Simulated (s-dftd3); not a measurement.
BiBr2, doublet, at a GFN2-xTB geometry (such geometries of metal compounds can be far from the true shape) (the spin is typed, not shown lowest); D3(op) for pbe0 run with s-dftd3.

The s-dftd3 input:
```
$ s-dftd3 mol.xyz --op pbe0 --json dftd3.json --noedisp --grad

# file mol.xyz
3

Bi     0.68766245     0.36152697     0.23000733
Br    -1.16365471     1.02213685    -1.51182898
Br    -0.46708767    -1.87947223     0.96638303
```

Output, abridged:

```
-----------------------------------
 s i m p l e   D F T - D 3  v1.4.0
-----------------------------------

Optimized power damping: pbe0-D3(op)
--------------------
   s6        0.8829
   s8        0.0000
   s9        0.0000
   a1        0.1500
   a1        4.7500
  alp       14.0000
 beta        6.0000
--------------------

Dispersion energy:      -3.2337855360554E-03 Eh

Gradient norm:           2.0779415233743E-03 Eh/a0
--------------------------------------------------
     #    Z           dE/dx      dE/dy      dE/dz
--------------------------------------------------
     1   83 Bi   -1.412E-03 -7.421E-04 -4.722E-04
     2   35 Br    7.579E-04  1.542E-04  4.213E-04
     3   35 Br    6.537E-04  5.880E-04  5.082E-05
--------------------------------------------------

Virial:
--------------------------------------------------
      component           x          y          z
--------------------------------------------------
          x      -4.078E-03 -1.822E-03 -1.585E-03
          y      -1.822E-03 -2.298E-03  3.108E-04
          z      -1.585E-03  3.108E-04 -1.316E-03
--------------------------------------------------

[Info] JSON dump of results written to 'dftd3.json'
```
